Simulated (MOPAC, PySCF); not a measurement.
C9H8BN, SMILES `Bc1cc2c(cccn2)cc1`, neutral singlet in the gas phase. 

Cartesian coordinates (Å):
SMILES: n1c2c(ccc(c2)B)ccc1
```xyz
19

B      3.4058     0.8281    -0.4864
C      1.9723     0.2881    -0.3198
C      1.7178    -1.0998    -0.0642
C      0.4394    -1.5837     0.0846
C     -0.6772    -0.7070    -0.0126
C     -2.0227    -1.1371     0.1302
C     -3.0376    -0.2141     0.0197
C     -2.7054     1.1453    -0.2346
N     -1.4758     1.5837    -0.3731
C     -0.4549     0.6866    -0.2674
C      0.8783     1.1481    -0.4152
H      3.5889     2.0015    -0.7008
H      4.3532     0.0836    -0.4040
H      2.5687    -1.7812     0.0121
H      0.2603    -2.6446     0.2792
H     -2.2335    -2.1919     0.3252
H     -4.0848    -0.5062     0.1233
H     -3.5091     1.8867    -0.3239
H      1.0164     2.2139    -0.6086
```
Charge 0, spin multiplicity 1.

All levels are single points at this geometry (B3LYP-D3(BJ)/def2-SVP); Pople sets use spherical d functions. Orbital energies aren't observables, and empty levels follow the basis.

```
level                            HOMO (eV)  LUMO (eV)  gap (eV)  dipole (D)  vertical IE, Delta-SCF (eV)
-------------------------------  ---------  ---------  --------  ----------  ---------------------------
B3LYP-D3(BJ)/def2-TZVP in PySCF      -6.85      -2.58      4.27        3.22                         8.63
M06-2X/def2-TZVP in PySCF            -8.04      -1.64      6.40        3.00                         8.86
PBE-D3(BJ)/def2-TZVP in PySCF        -6.11      -3.25      2.86        3.32                         8.60
B3LYP/3-21G in PySCF                 -6.70      -2.29      4.41        3.25                            –
M06-2X/6-31G* in PySCF               -7.83      -1.33      6.50        2.97                            –
PBE/6-31G* in PySCF                  -5.80      -2.93      2.87        3.28                            –
HF/3-21G in PySCF                    -8.63       1.22      9.85        3.11                            –
AM1 in MOPAC                         -9.22      -0.74      8.48        2.17                            –
PM6 in MOPAC                         -9.38      -1.21      8.17        2.47                            –
```
